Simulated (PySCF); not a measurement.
C₃H₈OSi₂, SMILES [SiH2]1C=C[Si@H]1OC. Atoms are numbered in the order given.

```xyz
14

C      2.9660    -0.4407     0.2625
O      1.7485     0.2675     0.2365
Si     0.2266    -0.3909     0.4196
C     -0.7065    -0.9438    -1.1300
C     -1.8230    -0.1684    -1.1353
Si    -1.6263     1.0378     0.3198
H      3.7857     0.2651     0.4706
H      3.1727    -0.9283    -0.7081
H      2.9764    -1.2215     1.0470
H      0.3250    -1.4649     1.4611
H     -0.5167    -1.7216    -1.8823
H     -2.6278    -0.2803    -1.8746
H     -2.7123     1.0123     1.3473
H     -1.4138     2.4589    -0.0872
```

Geometry: B3LYP-D3(BJ)/def2-SVP. The structure was generated by enumeration; whether it is a known compound was not checked. Other conformers were not sampled.

Computed with B3LYP/def2-TZVP run with PySCF.

ESP charges are fitted to the potential on shells at 1.4 to 2.0 van der Waals radii. Atomic charges (e):

```json
[
 {"atom": "C1", "ESP fit": "…", "Mulliken": "-0.17", "Löwdin": "-0.36"},
 {"atom": "O2", "ESP fit": "…", "Mulliken": "-0.38", "Löwdin": "0.04"},
 {"atom": "Si3", "ESP fit": "…", "Mulliken": "0.43", "Löwdin": "0.16"},
 {"atom": "C4", "ESP fit": "-0.26", "Mulliken": "-0.23", "Löwdin": "-0.25"},
 {"atom": "C5", "ESP fit": "…", "Mulliken": "-0.19", "Löwdin": "-0.26"},
 {"atom": "Si6", "ESP fit": "0.09", "Mulliken": "0.16", "Löwdin": "0.24"},
 {"atom": "H7", "ESP fit": "0.10", "Mulliken": "0.12", "Löwdin": "0.11"},
 {"atom": "H8", "ESP fit": "0.11", "Mulliken": "0.11", "Löwdin": "0.10"},
 {"atom": "H9", "ESP fit": "0.09", "Mulliken": "0.10", "Löwdin": "0.10"},
 {"atom": "H10", "ESP fit": "-0.09", "Mulliken": "-0.08", "Löwdin": "-0.04"},
 {"atom": "H11", "ESP fit": "…", "Mulliken": "0.11", "Löwdin": "0.12"},
 {"atom": "H12", "ESP fit": "0.13", "Mulliken": "0.11", "Löwdin": "0.12"},
 {"atom": "H13", "ESP fit": "-0.04", "Mulliken": "-0.05", "Löwdin": "-0.04"},
 {"atom": "H14", "ESP fit": "-0.03", "Mulliken": "-0.05", "Löwdin": "-0.04"}
]
```

Question: Complete the blanks. (An estimate is asked for; the answer gives what the named calculation found.)

Answer: 
- C1, ESP fit: -0.17
- O2, ESP fit: -0.30
- Si3, ESP fit: 0.38
- C5, ESP fit: -0.16
- H11, ESP fit: 0.14

Computed Mayer and Wiberg (Löwdin basis) orders of the bonds:
```
bond     Mayer  Wiberg
-------  -----  ------
C1–O2     0.95    1.53
O2–Si3    1.13    1.54
Si3–C4    0.93    1.08
C4–C5     1.82    2.04
Si3–Si6   0.93    1.00
C5–Si6    0.94    1.11
C1–H7     0.97    0.94
C1–H8     0.97    0.94
C1–H9     0.97    0.94
Si3–H10   0.90    0.90
C4–H11    0.92    0.87
C5–H12    0.93    0.87
Si6–H13   0.93    0.94
Si6–H14   0.93    0.94
```
